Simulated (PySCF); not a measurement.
## Excitation energy of Cr+ by level of theory

Cr+ [Ar] 3d5 (6S) → Cr+ [Ar] 3d4 4s1, s spin flipped, as a difference of total energies. All numbers are calculated (PySCF 2.14, the spin-free X2C one-electron Hamiltonian (Gaussian nucleus), in x2c-TZVPPall (6s5p4d2f1g, 64 functions)). Correlated levels: valence: [Ar] frozen. The calculations carry no spin-orbit coupling.

| method | excitation energy (eV) |
| --- | --- |
| UHF | 1.660 |
| MP2 (valence) | 2.166 |
| SCS-MP2 (valence) | 1.450 |

Question: How much does correlation contribute at MP2 (valence)?

Answer: 2.166 − (1.660) = 0.506 eV, measured against UHF.

The upper determinant mixes two multiplicities, so it lies between the two terms.

The basis was made for the ground configuration and has no added diffuse functions, so the excitation energy can come out too high.

The coupled-cluster amplitudes are large for the upper state (T1 above 0.03 or a double amplitude above 0.15), so a single reference is strained.
